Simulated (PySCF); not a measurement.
Compound: C11H12.
Numbering: `[CH2:1]=[C:2]1[CH2:3][C@:4]1([CH3:5])[c:6]1[cH:7][cH:8][cH:9][cH:10][cH:11]1` (hydrogens: H12, H13 on C1; H14, H15 on C3; H16, H17, H18 on C5; H19 on C7; H20 on C8; H21 on C9; H22 on C10; H23 on C11)

The same species was optimised twice, with GFN2-xTB and with PBE0-D3(BJ)/def2-SVP (PySCF), and the same property calculations (PySCF, gas phase) were run on both structures.

```json
{"coordinate": "C1=C2 (Å)", "GFN2-xTB": "1.307", "PBE0-D3(BJ)/def2-SVP": "1.323", "change": "+0.016"}
{"coordinate": "C4–C6 (Å)", "GFN2-xTB": "1.489", "PBE0-D3(BJ)/def2-SVP": "1.501", "change": "+0.012"}
{"coordinate": "C7–C8 (Å)", "GFN2-xTB": "1.384", "PBE0-D3(BJ)/def2-SVP": "1.395", "change": "+0.011"}
{"coordinate": "C3–C4 (Å)", "GFN2-xTB": "1.534", "PBE0-D3(BJ)/def2-SVP": "1.545", "change": "+0.011"}
{"coordinate": "C9–C10 (Å)", "GFN2-xTB": "1.385", "PBE0-D3(BJ)/def2-SVP": "1.395", "change": "+0.010"}
{"coordinate": "C6–C11 (Å)", "GFN2-xTB": "1.394", "PBE0-D3(BJ)/def2-SVP": "1.403", "change": "+0.009"}
{"coordinate": "C10–C11 (Å)", "GFN2-xTB": "1.382", "PBE0-D3(BJ)/def2-SVP": "1.391", "change": "+0.009"}
{"coordinate": "C6–C7 (Å)", "GFN2-xTB": "1.391", "PBE0-D3(BJ)/def2-SVP": "1.400", "change": "+0.009"}
{"coordinate": "C8–C9 (Å)", "GFN2-xTB": "1.383", "PBE0-D3(BJ)/def2-SVP": "1.392", "change": "+0.009"}
{"coordinate": "C2–C3 (Å)", "GFN2-xTB": "1.461", "PBE0-D3(BJ)/def2-SVP": "1.457", "change": "-0.004"}
{"coordinate": "C4–C5 (Å)", "GFN2-xTB": "1.516", "PBE0-D3(BJ)/def2-SVP": "1.513", "change": "-0.003"}
{"coordinate": "C2–C4 (Å)", "GFN2-xTB": "1.476", "PBE0-D3(BJ)/def2-SVP": "1.474", "change": "-0.002"}
{"coordinate": "C4–C6–C11 (°)", "GFN2-xTB": "120.1", "PBE0-D3(BJ)/def2-SVP": "121.0", "change": "+0.9"}
{"coordinate": "C4–C6–C7 (°)", "GFN2-xTB": "121.7", "PBE0-D3(BJ)/def2-SVP": "121.0", "change": "-0.7"}
{"coordinate": "C1–C2–C4 (°)", "GFN2-xTB": "148.1", "PBE0-D3(BJ)/def2-SVP": "147.4", "change": "-0.7"}
{"coordinate": "C3–C2–C4 (°)", "GFN2-xTB": "63.0", "PBE0-D3(BJ)/def2-SVP": "63.6", "change": "+0.6"}
{"coordinate": "C2–C4–C5 (°)", "GFN2-xTB": "116.6", "PBE0-D3(BJ)/def2-SVP": "117.0", "change": "+0.4"}
{"coordinate": "C2–C4–C3 (°)", "GFN2-xTB": "58.0", "PBE0-D3(BJ)/def2-SVP": "57.7", "change": "-0.3"}
{"coordinate": "C2–C3–C4 (°)", "GFN2-xTB": "59.0", "PBE0-D3(BJ)/def2-SVP": "58.7", "change": "-0.3"}
{"coordinate": "C6–C7–C8 (°)", "GFN2-xTB": "120.8", "PBE0-D3(BJ)/def2-SVP": "121.0", "change": "+0.2"}
{"coordinate": "C3–C4–C6–C7 (°)", "GFN2-xTB": "128", "PBE0-D3(BJ)/def2-SVP": "129", "change": "+1"}
```

Rotational constants: A = 2209, B = 811.4, C = 664.1 MHz (GFN2-xTB) against A = 2189, B = 800.8, C = 656.1 MHz (PBE0-D3(BJ)/def2-SVP). Point groups within 0.08 Å: C1 and C1.

On the GFN2-xTB structure: HOMO (eV) -6.74 [PBE0/pcSseg-1]; LUMO (eV) -0.13 [PBE0/pcSseg-1]; dipole (D) 0.49 [PBE0/pcSseg-1]; GIAO shielding of C1 (ppm) 77.4 [PBE0/pcSseg-1]; GIAO shielding of C2 (ppm) 31.6 [PBE0/pcSseg-1]; GIAO shielding of C3 (ppm) 160.9 [PBE0/pcSseg-1]; GIAO shielding of C4 (ppm) 161.8 [PBE0/pcSseg-1]; GIAO shielding of C5 (ppm) 163.2 [PBE0/pcSseg-1]; GIAO shielding of C6 (ppm) 35.2 [PBE0/pcSseg-1]; GIAO shielding of C7/C11 (mean) (ppm) 56.4 [PBE0/pcSseg-1]; GIAO shielding of C8/C10 (mean) (ppm) 53.3 [PBE0/pcSseg-1].

Problem. What do these properties become on the PBE0-D3(BJ)/def2-SVP structure?

Solution. 
```csv
property,level,on GFN2-xTB,on PBE0-D3(BJ)/def2-SVP,change
HOMO (eV),PBE0/pcSseg-1,-6.74,-6.73,+0.01
LUMO (eV),PBE0/pcSseg-1,-0.13,-0.20,-0.07
dipole (D),PBE0/pcSseg-1,0.49,0.49,0.00
"energy, GFN2-xTB geometry as zero (kcal/mol)",PBE0/pcSseg-1,0.0,-0.7,-0.7
GIAO shielding of C1 (ppm),PBE0/pcSseg-1,77.4,72.8,-4.6
GIAO shielding of C2 (ppm),PBE0/pcSseg-1,31.6,29.3,-2.3
GIAO shielding of C3 (ppm),PBE0/pcSseg-1,160.9,158.1,-2.8
GIAO shielding of C4 (ppm),PBE0/pcSseg-1,161.8,161.0,-0.8
GIAO shielding of C5 (ppm),PBE0/pcSseg-1,163.2,161.4,-1.8
GIAO shielding of C6 (ppm),PBE0/pcSseg-1,35.2,32.8,-2.4
GIAO shielding of C7/C11 (mean) (ppm),PBE0/pcSseg-1,56.4,54.2,-2.2
GIAO shielding of C8/C10 (mean) (ppm),PBE0/pcSseg-1,53.3,50.9,-2.4
```

The heavy atoms differ by 0.021 Å rms after alignment. Among bonds between heavy atoms C1=C2 changes most (+0.016 Å). Changes are differences of the printed values. Neither structure is proved a minimum here.

The values belong to the conformer `[CH2:1]=[C:2]1[CH2:3][C@:4]1([CH3:5])[c:6]1[cH:7][cH:8][cH:9][cH:10][cH:11]1`: C3–C4–C6–C7 129°.
